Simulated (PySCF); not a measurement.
A survey of 17O NMR shifts

How the numbers were obtained: GFN2-xTB structure, σ from GIAO-PBE0/pcSseg-1, in PySCF (non-relativistic, no solvent model, fast rotation and ring inversion assumed for equivalent nuclei, a single conformation).

Shieldings were converted by a linear fit to measured shifts: 17O (scatter 10.7 ppm rms, 12.2 ppm with the 3 outliers that the fit left out vs liquid water, solution or neat liquid). A few per cent of atoms miss by over 2 rms, more outside the fitted compound classes.

Q: Give the 17O shifts of `O[SiH2][SiH]([SiH3])[SiH3]`, `CO[SiH](OC)C(F)(F)C(F)(F)F`, `O[SiH2]C/C=C/Cl`, `CP1(=N)CCOCC1`.

A: 
| compound | environment | δ (ppm) |
| --- | --- | --- |
| O[SiH2][SiH]([SiH3])[SiH3] | oxygen bonded to Si, H | -37.3 |
| CO[SiH](OC)C(F)(F)C(F)(F)F | oxygen bonded to C, Si (×2) | -21.0 |
| O[SiH2]C/C=C/Cl | oxygen bonded to Si, H | -31.2 |
| CP1(=N)CCOCC1 | ether oxygen | 10.2 |

Q: Match the shifts 548.5, 101.8, 10.0, -37.3 ppm to `O[SiH2][SiH]([SiH3])[SiH3]`, `CC(=O)c1cccc(CF)c1`, `CC(=S)[Si@H]1CC[SiH2]O1`, `CO/C=P\CN(C)C`.

A: 548.5: CC(=O)c1cccc(CF)c1 (ketone oxygen); 101.8: CO/C=P\CN(C)C (ether oxygen); 10.0: CC(=S)[Si@H]1CC[SiH2]O1 (oxygen bonded to 2 Si, in a 5-membered ring); -37.3: O[SiH2][SiH]([SiH3])[SiH3] (oxygen bonded to Si, H).
